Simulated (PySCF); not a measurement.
SMILES c1sc(cc1)[SiH2]CC#N (GFN2-xTB optimised geometry):

```
16

N      1.357    -3.378    -0.868
C      0.470    -3.106    -0.197
C     -0.637    -2.744     0.626
Si    -1.532    -1.183    -0.045
C     -0.330     0.247     0.000
C      1.036     0.247     0.000
C      1.603     1.538     0.000
C      0.661     2.517    -0.003
S     -0.932     1.879    -0.007
H     -0.276    -2.571     1.641
H     -1.337    -3.579     0.653
H     -2.661    -0.925     0.854
H     -1.997    -1.443    -1.412
H      1.620    -0.657    -0.007
H      2.661     1.727     0.002
H      0.803     3.579    -0.001
```

Level of theory: PBE/def2-TZVP run with PySCF 2.14.0.

### Question
What are the frontier orbital energies and the dipole moment?

### Answer
HOMO-2 -7.55 eV, HOMO-1 -6.48 eV, HOMO -6.15 eV, LUMO -1.84 eV, LUMO+1 -0.90 eV; dipole moment 3.31 D.

Meta-Löwdin charges at PBE/def2-TZVP: N1 -0.24, C2 0.10, C3 -0.46, Si4 0.62, C5 -0.37, C6 -0.13, C7 -0.15, C8 -0.26, S9 0.30, H10 0.17, H11 0.17, H12 -0.08, H13 -0.08, H14 0.14, H15 0.14, H16 0.15.
